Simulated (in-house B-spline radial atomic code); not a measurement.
**RPA and G0W0 on Hartree-Fock: Al III (Al2+)**

Configuration [Ne] 3s1, highest spin, mean-field start Hartree-Fock. Computed with a B-spline radial code for spherical atoms: all electrons, scalar-relativistic (spin-free one-electron X2C), finite nucleus, each spin shell either full or empty, empty states to l = 9 with an (l + 1/2)⁻⁴ tail; G0W0 by contour deformation at full frequency.

RPA overbinds a lone outer s electron by self-correlation, and G0W0 tends to as well.

Command:
```bash
python run_gw.py task.json out
```
Settings (radii: box in bohr, nucleus in fm):
```
Z                        13
electrons                11
configuration            [Ne] 3s1
hamiltonian              x2c
method                   hf
lmax                     9
rms_radius               3.061
spin_polarised           True
box_radius               17.55
intervals                71
ion_configuration        [He] 2s2 2p6
```

Run time, properties included: 4.1 s on 1 thread of Arm Neoverse N1, on a shared host.

Energies (hartree):

```tsv
term	value
mean-field total	-241.46690
Hartree-Fock functional on these orbitals	-241.46690
direct second order	-0.63681
second-order exchange	0.23454
SOSEX correction	0.21825
```

Task: What is the RPA correlation energy, and what remains with SOSEX?

Result: RPA gives -0.57654 hartree (-1.43 eV per electron); RPA + SOSEX gives -0.35829, and the second-order doubles (MP2) -0.40228 hartree. RPA lacks exchange-type terms and so overcorrelates at short range.

Quasi-particle levels (eV):

| level | occupied | mean field | Σx - vxc | Σc | QP weight | G0W0 |
| --- | --- | --- | --- | --- | --- | --- |
| 3s up | yes | -28.111 | 0.00 | ? | ? | ? |
| 2p down | yes | -107.69 | 0.00 | 1.92 | 0.955 | -105.78 |
| 2p up | yes | -107.98 | 0.00 | 1.96 | 0.955 | -106.02 |
| 3s down | no | -17.358 | 0.00 | -1.19 | 0.970 | -18.553 |

G0W0 = mean field + (Σx - vxc) + Σc, with Σc (partial-wave tail included) taken at the quasi-particle energy. Only the outer levels were computed. Levels of low weight are left out.

Task: Where does G0W0 put 3s up?

Result: At -28.974 eV, with Σc = -0.86 eV and a quasi-particle weight of 0.977. The tabulated removal energy is 28.448 eV (NIST, measured); the calculation leaves out spin-orbit coupling, Breit and QED terms, and what these don't explain is the method's own error.

Task: What does it cost to remove one electron (to [He] 2s2 2p6) by differences of total energies, each species on its own start (correlation terms add to the Hartree-Fock functional)?

Result: Hartree-Fock functional 28.089 eV, + RPA 28.791 eV, + RPA + SOSEX 28.368 eV, + second order 28.435 eV. Tabulated: 28.448 eV (NIST, measured); the calculation leaves out spin-orbit coupling, Breit and QED terms, and what these don't explain is the method's own error.
